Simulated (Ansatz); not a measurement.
Basis-set extrapolation for CH7NOSi2, SMILES `C=N[SiH](O)[SiH3]` (PBE0-D4/def2-TZVP geometry, frozen core, Ansatz 0.2.0). Multiplicity 1, RHF reference.

|  | def2-TZVPP | def2-QZVPP |
| --- | --- | --- |
| HF | -749.258851 | -749.285192 |
| MP2 correlation | -0.845168 | -0.908015 |
| CCSD(T) correlation | -0.930692 | not run |

Energies in hartree. Use E(X) = E(∞) + A·exp(−7.88·√X) for Hartree–Fock and E(X) = E(∞) + B·X^(−2.97) for correlation, with X = 3 and 4, and add CCSD(T) minus MP2 of the smaller set to the MP2 limit.

**Question.** What is the CCSD(T) energy at the basis-set limit?

**Answer.** HF limit: -749.285192 + (-0.026341) × 0.13774 = -749.28882. MP2 limit: -0.908015 + (-0.062847) × 0.74074 = -0.95457. Higher-order term: -0.930692 − (-0.845168) = -0.08552. Total: -750.32891 hartree, 365.9 kJ/mol below CCSD(T)/def2-TZVPP.
